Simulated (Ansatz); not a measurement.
Geometry optimisation, RKS B3LYP-D4/def2-SVP in Ansatz 0.2.0.

The input (input.yaml):

```yaml
crystal:
  periodic: [false, false, false]
  atoms:
    - { symbol: C, position_ang: [-0.11696, 0.52968, -1.56319] }
    - { symbol: S, position_ang: [0.33492, 0.86854, 0.17173] }
    - { symbol: B, position_ang: [0.89834, 2.55324, 0.09973] }
    - { symbol: S, position_ang: [1.48542, 3.39915, 1.54929] }
    - { symbol: H, position_ang: [0.1579, 1.40817, -2.13715] }
    - { symbol: H, position_ang: [-1.18664, 0.36004, -1.62822] }
    - { symbol: H, position_ang: [0.43022, -0.33758, -1.91728] }
    - { symbol: H, position_ang: [0.89529, 3.14097, -0.90802] }
    - { symbol: H, position_ang: [1.33061, 2.41669, 2.43091] }
basis:
  gaussian: { orbitals: def2-SVP }
hamiltonian:
  xc: b3lyp
  dispersion: d4
relax:
  f_tol: 0.015
  max_steps: 40
```

Run as:

```bash
$ ansatz run input.yaml --threads 1 --pin off --max-ram 2048MiB --backend cpu --events-out ev --progress --plain --runs-dir out
```

Q: Where does it end, and by what steps?

A: The forces met the threshold. The force dipped under the threshold on the way, but the program's further checks kept it going. After 35 steps the energy has fallen by 0.067 eV; H5 moved furthest, 0.70 Å.

| step | energy less start (eV) | largest force component (eV/Å) | accepted |
| --- | --- | --- | --- |
| 0 | 0.0000 | 0.854 | yes |
| 2 | -0.0563 | 0.086 | yes |
| 4 | -0.0581 | 0.031 | yes |
| 6 | -0.0543 | 0.307 | no |
| 8 | -0.0586 | 0.022 | yes |
| 10 | -0.0415 | 0.612 | no |
| 12 | -0.0576 | 0.164 | no |
| 14 | -0.0598 | 0.116 | yes |
| 16 | -0.0604 | 0.066 | yes |
| 18 | -0.0558 | 0.300 | no |
| 20 | -0.0625 | 0.011 | yes |
| 22 | -0.0639 | 0.063 | yes |
| 24 | -0.0638 | 0.100 | no |
| 26 | -0.0651 | 0.154 | no |
| 28 | -0.0656 | 0.007 | yes |
| 30 | -0.0662 | 0.060 | yes |
| 32 | -0.0667 | 0.043 | yes |
| 34 | -0.0652 | 0.151 | no |
| 35 | -0.0671 | 0.013 | yes |

```xyz
9
Properties=species:S:1:pos:R:3
C -0.016 0.515 -1.613
S 0.660 0.807 0.068
B 0.728 2.590 0.175
S 1.321 3.453 1.636
H 0.639 0.956 -2.376
H -1.029 0.932 -1.701
H -0.059 -0.573 -1.758
H 0.376 3.283 -0.743
H 1.609 2.377 2.411
```

Whether the end is a true minimum wasn't checked by a vibrational analysis.

The run took 110 s on 1 thread of Arm Neoverse V2 (shared host), peak memory 0.17 GiB.
